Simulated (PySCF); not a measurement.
# Electronic absorption of CH7Al2Cl2N

Species: CH₇Al₂Cl₂N.
Atom-mapped SMILES: `[CH3:1][NH:2][AlH-:3]1[Cl+:4][AlH2-:5][Cl+:6]1` (hydrogens: H7, H8, H9 on C1; H10 on N2; H11 on Al3; H12, H13 on Al5)

Computed with TDDFT wB97X-D/def2-SVPD, vertical, gas phase, core orbitals frozen in the response in PySCF 2.14.0, density-fitted response routines. The structure is a single PBE0-D3(BJ)/def2-SVP conformer in the gas phase; no vibrational or solvent corrections. Torsions of this conformer, `[CH3:1][NH:2][AlH-:3]1[Cl+:4][AlH2-:5][Cl+:6]1`: C1–N2–Al3–Cl4 128°.

| state | E (eV) | E (kJ/mol) | λ (nm) | f | main configurations (H = HOMO, L = LUMO) |
| --- | --- | --- | --- | --- | --- |
| S1 | 6.04 | 583 | 205.2 | 0.0089 | H→L+1 (48%), H→L+3 (27%), H→L+6 (13%) |
| S2 | 6.32 | 610 | 196.0 | 0.092 | H→L (73%), H→L+5 (22%) |
| S3 | 6.48 | 626 | 191.2 | 0.017 | H→L+2 (44%), H→L+4 (16%), H→L+3 (15%) |
| S4 | 6.82 | 658 | 181.9 | 0.0002 | H-1→L (86%) |
| S5 | 7.12 | 687 | 174.2 | 0.0015 | H→L+4 (27%), H→L+3 (25%), H→L+1 (19%) |
| S6 | 7.43 | 716 | 167.0 | 0.0068 | H→L+6 (33%), H→L+1 (21%), H→L+4 (18%) |

The lowest singlet lies at 6.04 eV (205 nm, ultraviolet) and is weak; its leading configuration is HOMO→LUMO+1 (48%). The strongest level in the table is S2 at 6.32 eV (196 nm, f = 0.092). Löwdin shares by element: HOMO nitrogen 61%, carbon 14%, aluminium 6% or more, hydrogen 5% or more; LUMO aluminium 44%, chlorine 32% (atoms not listed hold the other 24%). Of the 6 states listed, 2 reach f = 0.01 and 1 stays under 0.0005. The listed states span 1.38 eV, and the widest gap between neighbours is 0.33 eV (S3 to S4). Orbital energies (eV): HOMO-3 -11.61, HOMO-2 -11.03, HOMO-1 -10.37, HOMO -8.70, LUMO 1.08, LUMO+1 1.52, LUMO+2 1.61. Only the lowest 6 singlets were computed, as vertical energies without vibronic structure.
